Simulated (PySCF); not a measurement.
# K⁺ (potassium, charge +1): LDA calculation

Configuration: [Ar], closed-shell 1S. All numbers are calculated (PySCF 2.14, no relativity, point nucleus, in def2-SVP (5s3p2d, 24 functions)).

```json
{"Total energy": "-597.934 hartree", "One-electron energy": "-819.387 hartree", "Hartree (Coulomb) energy": "253.018 hartree", "Exchange-correlation energy": "-31.565 hartree", "Kinetic energy": "598.65302 hartree", "⟨S²⟩": "0.0000", "⟨L²⟩": "0.000", "Sum of ⟨r⟩": "14.21 bohr", "Sum of ⟨r²⟩": "19.70 bohr²", "Density at the nucleus (Gaussians lack the cusp)": "4260 bohr⁻³", "Langevin diamagnetic susceptibility": "-15.6 ×10⁻⁶ cm³/mol", "Time after the integrals": "0.1 s of wall time on 1 thread of Neoverse-N1 (shared host)"}
```

| shell | electrons | mean orbital energy (eV) | rms radius, mean of both spins (bohr) |
| --- | --- | --- | --- |
| 1s | 2 | -3499.8 | 0.0946 |
| 2s | 2 | -355.72 | 0.424 |
| 2p | 6 | -286.30 | 0.391 |
| 3s | 2 | -41.300 | 1.37 |
| 3p | 6 | -25.216 | 1.56 |
